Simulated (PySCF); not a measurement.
# Correlation energy of Mg⁺ (magnesium, charge +1)

[Ne] 3p1, 2P determinant (an excited configuration). All numbers are calculated (PySCF 2.14, the non-relativistic Hamiltonian (point nucleus), in def2-TZVPPD (5s5p3d, 35 functions)). Frozen: 1s2; 9 electrons correlated.

```
  level  correlation energy (mhartree)
   CCSD                        -163.05
    (T)                          -1.10
CCSD(T)                        -164.15
```

Diagnostics: T1 = 0.0037, D1 = 0.0085, largest double amplitude 0.019.

Cost of the coupled-cluster step: of the order of 0.8 core-seconds, for 9 correlated electrons.

Iterations:

```
CC2 = 0
CCSD nocc = (np.int64(5), np.int64(4)), nmo = (34, 34)
frozen orbitals [[0], [0]]
max_cycle = 100
direct = 0
conv_tol = 1e-08
conv_tol_normt = 1e-06
diis_space = 8
diis_start_cycle = 0
Init t2, MP2 energy = -0.157787278814729
Init E_corr(UCCSD) = -0.157787278814993
cycle = 1  E_corr(UCCSD) = -0.161997471335542  dE = -0.00421019252  norm(t1,t2) = 0.014928
cycle = 2  E_corr(UCCSD) = -0.162928349006287  dE = -0.000930877671  norm(t1,t2) = 0.00311214
cycle = 3  E_corr(UCCSD) = -0.16304125318766  dE = -0.000112904181  norm(t1,t2) = 0.00121275
cycle = 4  E_corr(UCCSD) = -0.163061518585225  dE = -2.02653976e-05  norm(t1,t2) = 0.000319225
cycle = 5  E_corr(UCCSD) = -0.163049014002413  dE = 1.25045828e-05  norm(t1,t2) = 7.76939e-05
cycle = 6  E_corr(UCCSD) = -0.163049513065037  dE = -4.99062624e-07  norm(t1,t2) = 6.38937e-06
cycle = 7  E_corr(UCCSD) = -0.163049683197156  dE = -1.70132119e-07  norm(t1,t2) = 1.12421e-06
cycle = 8  E_corr(UCCSD) = -0.163049671649788  dE = 1.15473675e-08  norm(t1,t2) = 1.78384e-07
cycle = 9  E_corr(UCCSD) = -0.16304967030315  dE = 1.34663822e-09  norm(t1,t2) = 2.23029e-08
UCCSD converged
E(UCCSD) = -199.3687871103871  E_corr = -0.1630496703031501
UCCSD(T) correction = -0.00109733846559724
```

This basis was not built for core-valence correlation, so the inner-shell part is incomplete.
